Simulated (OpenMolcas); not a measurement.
## Cu2+: effect of the metal basis

Cu2+ with its 8 nearest fluoride ions at 2.238 Å, on the Ca site of CaF2 (a = 5.46294 Å, distance in the model lattice 2.366 Å). The rest of the host is ab initio model potentials to 7.6 Å and point charges beyond; the distance is set by hand and nothing relaxes.

```
Program             : OpenMolcas 26.06
Method              : SS-CASPT2, IPEA 0.25 Eh, imaginary shift 0.1 Eh (closed shells correlated: 3s 3p and the ligand valence shells)
Spin-orbit coupling : RASSI with atomic mean-field integrals over the reference wave functions
```

Fixed: ligand basis ANO-RCC-VDZP, active space 9 electrons in 5 orbitals (3d), DKH2 Hamiltonian.

States (labels of O, the rotations of Oh). Energies in cm-1 above the lowest state or level, χT in cm3 K/mol; under a threefold ground state the first gap can be a small split of the lowest multiplet, not the spin-orbit step; 10Dq is the gap between the two states; 10Dq is negative for this site.

| Run | Metal basis | Ground state | First state of that spin | 10Dq | First gap with spin-orbit (degeneracies) | χT at 300 K | Cost |
| --- | --- | --- | --- | --- | --- | --- | --- |
| A | ANO-RCC-VDZP | 2T2 | 2E 3500 | -3497 | 950 (2, 4) | 0.813 | roughly 24 core-seconds |
| B | ANO-RCC-VTZP | 2T2 | 2E 3470 | -3465 | 930 (2, 4) | 0.823 | roughly 40 core-seconds |

Against A, |10Dq| changes by -0.9 % in B.

Costs are those of the CASPT2 steps.

Roots that are degenerate in the reference are averaged as groups; the widest CASPT2 spread within a group is 30 cm-1 (the 3-fold group of multiplicity 2 near 0 cm-1 above the lowest state of its run, B). Shifts and gaps below about the spread of the groups concerned are not significant. Over all roots computed the reference weight is 0.69 in A, 0.69 in B; a low but even weight reflects the number of correlated electrons. An orbital triplet at a regular site is open to Jahn-Teller coupling, which can distort the site and quench the lowest spin-orbit gaps and is left out. A single d shell leaves out the double-shell effect, which counts most for late 3d ions, where the CASPT2 field can be off either way by tens of per cent. Ligand-to-metal charge-transfer states are missing. With one d shell and no ligand orbital active, 10Dq can be off by tens of per cent for divalent 3d ions, low with halides held by bare charges and at times high in hosts. Free-ion shares, where given, are those of the reference states; single-state CASPT2 does not remix them. No measured value stands beside these numbers; the geometry was set by hand and not optimised.
